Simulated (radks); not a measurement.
Polarisability of the lithium ion Li+, [He], at imaginary frequency. Calculated with a radial shooting solver on a logarithmic mesh with Libxc functionals: scalar-relativistic Kohn-Sham, exchange-only LDA, spin-unpolarised, spherical densities, finite nucleus; Fermi nuclear charge, rms radius 2.444 fm. Response by self-consistent Sternheimer equations with the Hartree and adiabatic exchange-only LDA kernel, the relativistic mass of each level held fixed and spin-orbit coupling left out.

w (hartree)  alpha1(iw) (bohr^3)  alpha2(iw) (bohr^5)
0.00266                   0.2196               0.1496
0.0143                    0.2196               0.1496
0.0360                    0.2196               0.1496
0.0697                    0.2194               0.1495
0.118                     0.2191               0.1493
0.186                     0.2183               0.1490
0.280                     0.2167               0.1482
0.413                     0.2134               0.1467
0.605                     0.2068               0.1435
0.892                     0.1939               0.1371
1.35                      0.1697               0.1243
2.12                      0.1294               0.1007
3.59                     0.07701              0.06504
6.94                     0.03041              0.02772
17.5                    0.005972             0.005654

Static values: alpha1 = 0.2196 bohr^3 (0.03254 angstrom^3; uncoupled 0.2358), alpha2 = 0.1496 bohr^5, alpha3 = 0.2514 bohr^7. C6 = 0.09381, C8 = 0.3500, triple-dipole C9 = 0.01511 atomic units. One-pole (London) frequency 4 C6 / (3 alpha1^2) = 2.594 hartree, against 2.122 for minus the highest occupied eigenvalue.
